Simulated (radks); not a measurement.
Question: All-electron atom: Sc+ in [Ar] 3d1 4s1. All-electron calculation, non-relativistic Kohn-Sham, PBE, spin-unpolarised, spherical densities, point nucleus. Program: a radial shooting solver on a logarithmic mesh with Libxc functionals. Some entries of the table are withheld. Estimate them.

orbital  occ.  eigenvalue (hartree)  <r^2> (bohr^2)  <r> (bohr)
1s          2             -160.8850        0.007271     0.07360
2s          2             -17.51255          0.1416      0.3460
2p          6             -14.50585             (1)      0.3086
3s          2                   (2)           1.349       1.081
3p          6              -1.49152             (3)       1.169
3d          1              -0.37105           3.734       1.687
4s          1                   (4)           13.02       3.386

Answer: 
(1) 2p <r^2> (bohr^2): 0.1176
(2) 3s eigenvalue (hartree): -2.25676
(3) 3p <r^2> (bohr^2): 1.610
(4) 4s eigenvalue (hartree): -0.35536
